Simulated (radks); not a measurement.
Q: These are the eigenvalues of the occupied orbitals of an atom or ion with whole-number occupations (hartree). Calculated with a radial shooting solver on a logarithmic mesh with Libxc functionals: Dirac Kohn-Sham, PBE, spin-unpolarised, spherical densities, point nucleus.

| orbital | eigenvalue |
|---|---|
| 1s1/2 | -1536.874 |
| 2s1/2 | -248.4446 |
| 2p1/2 | -234.8657 |
| 2p3/2 | -217.1477 |
| 3s1/2 | -54.88980 |
| 3p1/2 | -49.11957 |
| 3p3/2 | -45.61051 |
| 3d3/2 | -35.54731 |
| 3d5/2 | -34.79165 |
| 4s1/2 | -12.15390 |
| 4p1/2 | -9.98787 |
| 4p3/2 | -9.22109 |
| 4d3/2 | -5.65744 |
| 4d5/2 | -5.52086 |
| 5s1/2 | -2.64926 |
| 5p1/2 | -2.02272 |
| 5p3/2 | -1.89636 |
| 4f5/2 | -1.46171 |
| 4f7/2 | -1.44522 |
| 6s1/2 | -0.85615 |

Which element is it, and in what charge state? The configuration may be excited. Open shells, if any, are shared by 2j + 1.

A: Z = 59, praseodymium, charge +3: Pr3+ in [Xe] 4f1 6s1. The list shows which subshells hold electrons but not how many an open one holds; the 1s level, -1536.9 hartree, gives Z - s = 55.4 by -(Z - s)^2/2, which with screening and relativity narrows Z to a few neighbours, and the depths of the outer levels then fix element, charge and occupations together.
